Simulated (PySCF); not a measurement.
(E)-2-fluorobut-2-ene (C4H7F), SMILES C/C=C(\C)F. Coordinates come from a ωB97X-D3(BJ)/def2-SVP optimisation.

Computed equilibrium geometry at ωB97X-D3(BJ)/def2-SVP (PySCF confirms it by a frequency run) as a Z-matrix, and its point group:
point group Cs.
```
C
C 1 1.3329
F 1 1.3534 2 118.47
H 2 1.0958 1 115.70 3 0.00
C 1 1.4942 2 130.37 4 180.00
H 5 1.0968 1 111.91 2 0.00
H 5 1.1019 6 108.84 1 -121.60
H 5 1.1019 6 108.84 7 -116.80
C 2 1.5017 4 117.57 1 180.00
H 9 1.0993 2 112.65 4 -180.00
H 9 1.1028 10 107.69 6 122.53
H 9 1.1028 10 107.69 11 114.94
```
